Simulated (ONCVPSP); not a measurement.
Before and after: ONCV potential for Sb

Sb (Z = 51), optimised norm-conserving Vanderbilt (ONCV), made with ONCVPSP 4.0.1 (LDA (Perdew-Wang 92), scalar-relativistic). Core [Ar] 3d10, reference 4s2 4p6 4d10 5s1.5 5p3.5. Waves: 4s+5s: rc 1.20 bohr, ncon 4, nbas 8, qcut 9.9 1/bohr, 2 projectors; 4p+5p: rc 1.15 bohr, ncon 4, nbas 7, qcut 14.1 1/bohr, 2 projectors; 4d: rc 0.95 bohr, ncon 3, nbas 7, qcut 8.5 1/bohr, local. Local part: the d channel. Core correction: Teter function fitted to the true core (icmod 2), fcfact 0.5.

Change: d: rc 0.78.

Cutoffs: the cutoffs (Ha) at which the residual kinetic energy of the hardest occupied pseudo-wave falls to 1 and 0.1 mHa per electron; they do not see the model core or the augmentation charge, which bear on the density cutoff. Errors are all-electron minus pseudo energies relative to the spin-unpolarised reference configuration.

Task: Predict the effect on cutoff, ghosts and configuration errors.

Result: The potential gets harder (120 Ha and 224 Ha → 262 Ha and 419 Ha); of the 4 tests that both files solve, the error grows in 0 and shrinks in 1 by more than 15 % and 0.3 meV (median size 2.6 → 1.2 meV); neither file shows a bound ghost. A smaller radius makes the pseudo-wave follow the all-electron one further in, where it bends more sharply, so more plane waves are needed.

| quantity | base | changed |
| --- | --- | --- |
| cutoff, loose | 120 Ha | 262 Ha |
| cutoff, tight | 224 Ha | 419 Ha |
| loose cutoff by channel | s 39 Ha, p 60 Ha, d 120 Ha | s 39 Ha, p 60 Ha, d 262 Ha |
| bound ghosts | none | none |
| GHOST(+) flags under 300 eV | none | none |
| error for 4s2 4p6 4d10 5s2 5p3, meV [ΔE -4.08 eV] | +0.1 | +0.1 |
| error for 4s2 4p6 4d10 5s2 5p2, meV [ΔE 4.44 eV] | -1.3 | -1.3 |
| error for 4s2 4p6 4d10 5s2 5p1, meV [ΔE 20.69 eV] | -4.3 | -4.4 |
| error for 4s2 4p6 4d9 5s2 5p4, meV [ΔE 26.94 eV] | -3.9 | -1.1 |
| s: phases at 1.22 bohr within 0.05 rad from the reference energy up to (Ha; the scan ends near 5) | to the end of the scan | to the end of the scan |
| p: phases at 1.17 bohr within 0.05 rad from the reference energy up to (Ha; the scan ends near 5) | to the end of the scan | to the end of the scan |
| rms error of d²Exc/dni dnj with the model core, mHa | 0.53 | 0.50 |
